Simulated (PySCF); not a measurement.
C₄H₃ClFNSe.
Geometry (GFN2-xTB, Å), atoms numbered from 1 in this order:
```xyz
11
C4H3ClFNSe angstrom
F     -2.5359    0.1055    0.2574
C     -1.5160   -0.7054   -0.1592
C     -0.1891   -0.0322    0.0001
C      0.0105    1.2216    0.4871
Se     1.8165    1.6562    0.5113
C      2.0035   -0.0947   -0.2086
Cl     3.5163   -0.7326   -0.5906
N      0.9111   -0.7381   -0.3751
H     -1.5566   -1.6222    0.4399
H     -1.6985   -0.9492   -1.2121
H     -0.7566    1.8936    0.8237
```

PySCF, density fitting, gas phase, GFN2-xTB geometry. The standard run uses grid level 2 after a coarse-grid start, the def2-universal JK fitting basis (with tight functions added where the orbital basis needs them), an energy threshold of 1e-9 Eh and DIIS. The changed runs have no coarse-grid stage.

Task: Standard PBE0/def2-SVPD: E = -3169.146640 Eh, HOMO -7.122 eV, LUMO -1.448 eV, dipole 1.025 D, 12 cycles (coarse-grid cycles included). What changes at PBE0/def2-SVPD with: start guess vsap, energy threshold 1e-11 Eh?

Result: E = -3169.146640 Eh (0.000 mEh), HOMO -7.122 eV (0.000), LUMO -1.448 eV (0.000), dipole 1.025 D (0.000), 20 SCF cycles. The result matches the standard run within 0.02 mEh and 0.003 eV; such settings steer the iterations and don't enter the energy expression.

The cycles:
```
cycle   1  E = -3135.0768290187  dE =  3.140e+01  |g| = 7.736e+00  |ddm| = 1.674e+02
cycle   2  E = -2923.1549237215  dE =  2.119e+02  |g| = 2.481e+01  |ddm| = 5.051e+02
cycle   3  E = -3121.5746694088  dE = -1.984e+02  |g| = 1.094e+01  |ddm| = 4.777e+02
cycle   4  E = -3160.1490876224  dE = -3.857e+01  |g| = 5.016e+00  |ddm| = 2.396e+01
cycle   5  E = -3160.1936934288  dE = -4.461e-02  |g| = 4.231e+00  |ddm| = 1.722e+01
cycle   6  E = -3165.0364761892  dE = -4.843e+00  |g| = 3.079e+00  |ddm| = 1.747e+01
cycle   7  E = -3168.8648637210  dE = -3.828e+00  |g| = 1.010e+00  |ddm| = 9.646e+00
cycle   8  E = -3169.0132276858  dE = -1.484e-01  |g| = 6.837e-01  |ddm| = 3.117e+00
cycle   9  E = -3169.1402430720  dE = -1.270e-01  |g| = 1.467e-01  |ddm| = 1.329e+00
cycle  10  E = -3169.1454441254  dE = -5.201e-03  |g| = 7.509e-02  |ddm| = 3.212e-01
cycle  11  E = -3169.1464744503  dE = -1.030e-03  |g| = 2.388e-02  |ddm| = 1.082e-01
cycle  12  E = -3169.1466239755  dE = -1.495e-04  |g| = 8.225e-03  |ddm| = 6.204e-02
cycle  13  E = -3169.1466376858  dE = -1.371e-05  |g| = 3.358e-03  |ddm| = 2.245e-02
cycle  14  E = -3169.1466399609  dE = -2.275e-06  |g| = 1.016e-03  |ddm| = 1.032e-02
cycle  15  E = -3169.1466402282  dE = -2.673e-07  |g| = 2.493e-04  |ddm| = 2.953e-03
cycle  16  E = -3169.1466402391  dE = -1.096e-08  |g| = 1.088e-04  |ddm| = 5.760e-04
cycle  17  E = -3169.1466402424  dE = -3.279e-09  |g| = 4.793e-05  |ddm| = 2.790e-04
cycle  18  E = -3169.1466402428  dE = -3.465e-10  |g| = 3.004e-05  |ddm| = 1.318e-04
cycle  19  E = -3169.1466402430  dE = -2.083e-10  |g| = 8.635e-06  |ddm| = 6.515e-05
cycle  20  E = -3169.1466402430  dE =  0.000e+00  |g| = 2.589e-06  |ddm| = 1.675e-05
```
